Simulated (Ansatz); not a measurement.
**Correcting a cheap level on molecular compounds of Ti**

The vertical ionisation energy (cation less neutral) in eV of 6 molecular compounds of Ti: x at B3LYP-D4/def2-TZVPP, y at CCSD(T)/def2-TZVPP. Shapes, held fixed at every level: PBE0-D4/def2-TZVP. Flexible molecules stand in one conformer, not always the lowest. Programs: Ansatz 0.2.0.

| molecule | x (eV) | y (eV) |
| --- | --- | --- |
| C2H12N4Ti (SMILES C[N](C)[Ti]([NH2])([NH2])[NH2]) | 8.00 | 8.12 |
| C3H10O3STi (SMILES C[O][Ti]([OH])([O]C)[S]C) | 8.38 | 8.35 |
| C2H8ClNO2Ti (SMILES C[NH][Ti]([OH])([Cl])[O]C) | 8.74 | 8.84 |
| CH3ClF2STi (SMILES C[S][Ti]([F])([F])[Cl]) | 9.83 | ? |
| C3H10O4Ti (SMILES CC(C)[O][Ti]([OH])([OH])[OH]) | 9.88 | 10.19 |
| C2H5F3OTi (SMILES CC[O][Ti]([F])([F])[F]) | 11.35 | 11.65 |

Fit y = c + s·x to the known rows and predict y for CH3ClF2STi.


1. Means of the 5 rows: x = 9.2700, y = 9.430.
2. Σ(Δx)² = 7.3844, Σ(Δx·Δy) = 8.0188, so the slope is 8.0188/7.3844 = 1.0859.
3. Intercept: 9.430 − (1.0859) × 9.2700 = -0.636. The largest residual of the fit is 0.11.
4. CH3ClF2STi: -0.636 + 1.0859 × 9.83 = 10.04 eV.

CCSD(T)/def2-TZVPP gives 9.83 eV, so the prediction is off by +0.21 eV, more than the largest residual. Uncorrected, B3LYP-D4/def2-TZVPP misses CH3ClF2STi by 0.00 eV, and the other rows by 0.17 on average. The line makes this one worse. Left out in turn, the other rows are missed by 0.12 eV on average. Cations run unrestricted. Outer-core shells of Ti are correlated, in sets that cover them unevenly.
